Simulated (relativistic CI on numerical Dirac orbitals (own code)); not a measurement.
Radial Dirac CI calculation of Nb XXVI.

Command:

```sh
python run_levels.py task.json out
```

Input:

```
atom Nb  Z=41  charge=25  electrons=16
nucleus A=93  rms_radius_fm=43.2400
hamiltonian dirac-coulomb  breit=on  qed=on  c_scale=1
orbitals kli  potential=per-configuration
slater_scale 1
correlation none
mixing on
grid step=0.0125 r_max=4.4
scf mixing=0.4 start=green max_iterations=70 tolerance=2e-08 node_fill=0.05
configurations
  [Ne] 3s2 3p4
  [Ne] 3s 3p5
  [Ne] 3s2 3p3 3d
end
```

Output:

```
SCF 1: [Ne] 3s2 3p4
 iter      energy (Ha)   residual   last orbital (Ha)
    1     -3373.290171   3.84e+00    -65.61020
    2     -3391.635362   2.20e+00    -57.24991
    3     -3400.479854   5.71e-02    -47.61914
    4     -3400.481971   3.39e-02    -47.71121
    5     -3400.485088   4.79e-04    -47.54996
    6     -3400.485079   2.62e-05    -47.55243
    7     -3400.485078   6.88e-06    -47.55248
    8     -3400.485078   4.25e-08    -47.55246
    9     -3400.485078   1.71e-08    -47.55246
SCF 2: [Ne] 3s 3p5
 iter      energy (Ha)   residual   last orbital (Ha)
    1     -3368.957049   3.87e+00    -65.61020
    2     -3387.825303   2.22e+00    -57.14861
    3     -3396.874152   5.85e-02    -47.43572
    4     -3396.878008   3.03e-02    -47.52854
    5     -3396.880337   1.98e-04    -47.36869
    6     -3396.880339   1.54e-04    -47.36930
    7     -3396.880346   4.76e-06    -47.36917
    8     -3396.880346   1.57e-06    -47.36917
    9     -3396.880346   2.62e-08    -47.36916
   10     -3396.880346   3.35e-09    -47.36916
SCF 3: [Ne] 3s2 3p3 3d
 iter      energy (Ha)   residual   last orbital (Ha)
    1     -3367.812544   3.86e+00    -63.51888
    2     -3386.855853   2.21e+00    -54.02147
    3     -3395.981403   6.33e-02    -43.35849
    4     -3395.987000   3.61e-02    -43.46851
    5     -3395.990300   4.13e-04    -43.28040
    6     -3395.990294   9.70e-05    -43.28332
    7     -3395.990299   6.54e-06    -43.28338
    8     -3395.990299   1.25e-07    -43.28334
    9     -3395.990299   2.23e-08    -43.28334
   10     -3395.990299   5.17e-10    -43.28334
orbital energies (Ha): 1s -732.6390  2s -138.9968  2p1/2 -131.6314  2p3/2 -128.0432  3s -51.0073  3p1/2 -48.3579  3p3/2 -47.5525
configuration averages (Ha): Dirac-Coulomb, Breit, QED
  3s2 3p4                      -3400.485078    2.085051    1.453766
  3s 3p5                       -3396.880346    2.091141    1.437056
  3s2 3p3 3d                   -3395.990299    2.064650    1.452864
levels: no., configuration, term, J, E (cm-1), weight
   1 3s2 3p4                3P   2                0.0  0.80
   2 3s2 3p4                3P   0            70269.9  0.56
   3 3s2 3p4                3P   1           155585.0  1.00
   4 3s2 3p4                1D   2           201131.3  0.80
   5 3s2 3p4                1S   0           397310.8  0.56
   6 3s 3p5                 3P*  2           706344.2  0.78
   7 3s 3p5                 3P*  1           763753.6  0.51
   8 3s2 3p3 3d             5D*  0           840447.9  0.50
   9 3s2 3p3 3d             5D*  2           843682.9  0.35
  10 3s2 3p3 3d             5D*  3           851173.8  0.50
  11 3s2 3p3 3d             5D*  1           872662.7  0.71
  12 3s2 3p3 3d             5D*  4           879379.6  0.65
  13 3s 3p5                 3P*  0           881616.7  0.54
  14 3s2 3p3 3d             5D*  2           910798.2  0.45
lowest total energy -3397.535548 Ha
end: converged
```

Against the reference input this run has: nuclear radius 43.24 fm. The reference run ends at -3401.177135 Ha with Breit and QED terms. The iteration limit was 70 against 150. With a changed speed of light or nuclear radius the levels are not those of the real ion, and the QED model is not rescaled. This setting is bad on purpose; its numbers may not be properties of the ion.
